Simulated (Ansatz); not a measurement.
Job for Ansatz (a program for electronic structure): R-SVWN5/def2-TZVPP on GeH5NO (SMILES [NH2][GeH2][OH]), a point of a torsion scan.

Ansatz 0.2 input:
```yaml
crystal:
  periodic: [false, false, false]
  atoms:
    - {symbol: N, position_ang: [1.27487382, -0.25578201, 0.05564273]}
    - {symbol: Ge, position_ang: [-0.38558224, 0.43375516, 0.10122735]}
    - {symbol: O, position_ang: [-0.75554287, 1.22471108, -1.40689485]}
    - {symbol: H, position_ang: [1.45152304, -1.23800191, 0.17321509]}
    - {symbol: H, position_ang: [1.97905329, 0.16474352, -0.52802374]}
    - {symbol: H, position_ang: [-0.47052846, 1.58354013, 1.04683780]}
    - {symbol: H, position_ang: [-1.35869179, -0.67507666, 0.39835957]}
    - {symbol: H, position_ang: [-0.77024532, 0.70118666, -2.20517295]}
basis:
  gaussian:
    orbitals: def2-TZVPP
hamiltonian:
  xc: {name: SVWN5}
scf: {lower_state_search: off}
```

The head of its log:

```
WARN ansatz: RAYON_NUM_THREADS=1 ignored (pool sized by the plan → 1); use --threads N
Functional definition: SVWN5
these checks for a lower state are left out or cut short: stability, starts, cluster_reference, orbital_swaps, neighbouring_geometries, increment
integrals: 0.08 GiB planned
959 factors; their error is unknown
mean field: 0.63 GiB planned
mean field evaluation 1: about -60010.5177 eV, gradient 9.8e1 eV
mean field evaluation 2: about -59939.6394 eV, gradient 1.9e2 eV
```

**Question.** What total energy does the run end on?

**Answer.** -2205.9146 hartree.
